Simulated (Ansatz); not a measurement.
PtO₂⁻, relaxed as a doublet with UKS r2SCAN-D4/def2-TZVPD in Ansatz, starting from the GFN2-xTB geometry. Force threshold 0.02 eV/Å.

In the def2 sets Pt takes a core potential; there is no spin–orbit coupling. The highest occupied level of the charge -1 doublet lies above zero (up to 0.48 eV). By energy differences its removal costs 2.94 eV (vertical, to the charge 0 singlet, at r2SCAN-D4/def2-TZVPD); a positive level beside a positive removal energy at the same level points to self-interaction error. The relaxation made no stability test and no search for a lower SCF solution. The structure comes from a short search, and lower isomers may exist.

Start:

```tsv
atom	x (Å)	y (Å)	z (Å)
Pt1	0.0001	0.0002	0.0008
O2	0.3917	-1.6204	0.3624
O3	-0.3918	1.6203	-0.3632
```

Problem. Estimate the energy that the relaxation releases and the steps that it takes.

Solution. 19.4 kJ/mol, in 4 steps; 7 s on 4 threads of Arm Neoverse V1 on a shared host. No frequencies were taken in this run, so the end may be a saddle point.

Problem. Does the start keep its bonding and symmetry?

Solution. By distances, no bond broke or formed. The bond that changes most is Pt1–O2, from 1.71 to 1.77 Å (atoms count from 1). Point group D∞h at the start, D∞h at the end, both within 0.05 Å.

Problem. Predict the relaxed structure.

Solution. 
```xyz
3

Pt    0.000    0.000    0.000
O     0.406   -1.680    0.376
O    -0.406    1.680   -0.376
```
Bond lengths: 2 × O–Pt 1.77 Å.
